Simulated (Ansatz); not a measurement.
## Loss of CH4: Cu(CH3)(NH3) → CuNH2 + CH4

Species: Cu(CH3)(NH3), singlet; CuNH2 `[NH2][Cu]`, singlet; CH4 (methane) `C`, singlet. 

Shapes, held fixed at every level: PBE0-D4/def2-TZVP. Programs: Ansatz 0.2.0. Electronic energies: no zero-point or thermal term.

Question: Estimate ΔE of this reaction.

Answer: wB97X-V/def2-TZVPP gives ΔE = +127.3 kJ/mol; the levels span +96.5 to +177.9. The median of the levels is +132.2. No measured value is set beside it here. 

| level | kind | ΔE (kJ/mol) |
| --- | --- | --- |
| HF/def2-SVP | Hartree–Fock | +96.5 |
| SPW92/def2-TZVPP | LDA | +177.9 |
| PBE-D4/def2-TZVPP | GGA | +133.6 |
| r2SCAN-D4/def2-TZVPP | meta-GGA | +138.2 |
| PBE0-D4/def2-TZVPP | global hybrid | +130.8 |
| r2SCAN0-D4/def2-TZVPP | global hybrid | +134.3 |
| wB97M-V/def2-TZVPP | range-separated hybrid | +128.0 |
| wB97X-V/def2-TZVPP | range-separated hybrid | +127.3 |
